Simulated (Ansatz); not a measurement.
This geometry of C₃H₁₁SbSi (16 atoms, charge 0, multiplicity 1) is a first-order saddle point.

Level of theory: RKS B3LYP/def2-SVP (Ansatz).

```xyz
16
Properties=species:S:1:pos:R:3
Si -1.853 -0.830 -1.228
C 0.031 -1.098 -1.067
C 0.858 0.035 -0.422
C 0.588 0.226 1.072
Sb 1.920 1.734 2.003
H -2.238 -0.722 -2.668
H -2.299 0.423 -0.546
H -2.609 -1.973 -0.635
H 0.411 -1.292 -2.086
H 0.197 -2.036 -0.508
H 0.673 0.982 -0.960
H 1.930 -0.189 -0.574
H -0.453 0.526 1.268
H 0.772 -0.711 1.625
H 1.069 3.074 1.322
H 0.981 1.829 3.448
```

Problem. Which two structures does it join? (They come from a converged band through this point; their orientation in space is the band's.)

Solution. No bond is made or broken. The dihedral H7–Si1–C2–C3 goes from -67 to 53°. The two ends are copies of one structure, up to a mirror image or an exchange of like atoms.

Initial state:

```xyz
16
Properties=species:S:1:pos:R:3
Si -1.907 -1.052 -0.887
C -0.041 -1.365 -0.716
C 0.856 -0.144 -0.424
C 0.620 0.498 0.946
Sb 2.026 2.158 1.376
H -2.161 0.008 -1.910
H -2.536 -0.620 0.397
H -2.579 -2.311 -1.329
H 0.280 -1.834 -1.664
H 0.106 -2.138 0.061
H 0.712 0.611 -1.218
H 1.912 -0.460 -0.503
H -0.401 0.895 1.045
H 0.767 -0.237 1.755
H 1.190 3.277 0.361
H 1.133 2.693 2.754
```

Final state:

```xyz
16
Properties=species:S:1:pos:R:3
Si -1.798 -0.786 -1.292
C 0.077 -1.046 -1.130
C 0.880 0.050 -0.397
C 0.542 0.187 1.089
Sb 1.831 1.655 2.140
H -2.366 -1.842 -2.182
H -2.085 0.551 -1.896
H -2.502 -0.863 0.023
H 0.462 -1.153 -2.160
H 0.245 -2.026 -0.646
H 0.721 1.018 -0.906
H 1.957 -0.172 -0.510
H -0.504 0.489 1.250
H 0.690 -0.771 1.616
H 0.989 3.017 1.493
H 0.838 1.668 3.553
```

Problem. How far does it lie above each of them?

Solution. 6.3 kJ/mol above the first and 6.3 kJ/mol above the second. This is the barrier of this one path; another mechanism may lie lower.

Run time: 7.4 min on 2 threads of Arm Neoverse N1, with other jobs on the host, peak memory 0.44 GiB.
